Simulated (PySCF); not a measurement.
Simulated C 1s region for `COC(=O)[SiH3]`, binding energy against the vacuum level.

Every computed line was given a Gaussian of 0.4 eV full width at half maximum and an area set by the number of equivalent atoms; the highest printed point is 100. Method: delta-SCF UKS SCAN, pcX-2 on the ionised atom, pcseg-1 elsewhere, spin-free X2C in PySCF.

| binding energy (eV) | intensity |
| --- | --- |
| 292.0 | 0 |
| 292.1 | 1 |
| 292.2 | 6 |
| 292.3 | 22 |
| 292.4 | 51 |
| 292.5 | 85 |
| 292.6 | 100 |
| 292.7 | 83 |
| 292.8 | 49 |
| 292.9 | 21 |
| 293.0 | 6 |
| 293.1 | 1 |
| 293.2 | 0 |
| 293.3 | 0 |
| 293.4 | 0 |
| 293.5 | 0 |
| 293.6 | 2 |
| 293.7 | 8 |
| 293.8 | 24 |
| 293.9 | 55 |
| 294.0 | 88 |
| 294.1 | 100 |
| 294.2 | 80 |
| 294.3 | 45 |
| 294.4 | 18 |
| 294.5 | 5 |
| 294.6 | 1 |

Task: Count the maxima, the lines and the sites behind this envelope.

Result: The curve has 2 maxima (at 292.6 and 294.1 eV). Under it lie 2 lines from 2 inequivalent carbon sites.

Task: Decompose the envelope and assign each component. Numbering: `[CH3:1][O:2][C:3](=[O:4])[SiH3:5]`.

Result: 
```json
{"position (eV)": "292.60", "relative area": "1", "line": "C 1s", "atoms": "C1", "environment": "methoxy carbon"}
{"position (eV)": "294.09", "relative area": "1", "line": "C 1s", "atoms": "C3", "environment": "carbonyl carbon"}
```

Task: Above which line width would these two lines show one maximum?

Result: Two equal Gaussians merge once their distance is under 2σ = FWHM/1.177. With 1.49 eV between them that is a full width over 1.75 eV.

Lowest listed C 1s: C1, bonded to O and 3 H. Highest, 1.49 eV above it: C3, bonded to O (double bond), O and Si. Summing the Pauling electronegativity differences to the bonded atoms, each weighted by its formal bond order, gives -0.16 for the lowest site and +2.02 for the highest.

No satellites, vibrations or lifetime broadening are included. Isolated species at its PBE0-D3(BJ)/def2-SVP geometry (one conformer only).

Hardware: an Arm Neoverse V2 with one thread, shared host. Cost: 36 s of wall time, 0.50 GiB resident at most.

Shape of the structure used: `[CH3:1][O:2][C:3](=[O:4])[SiH3:5]`: C1–O2–C3–O4 0°.
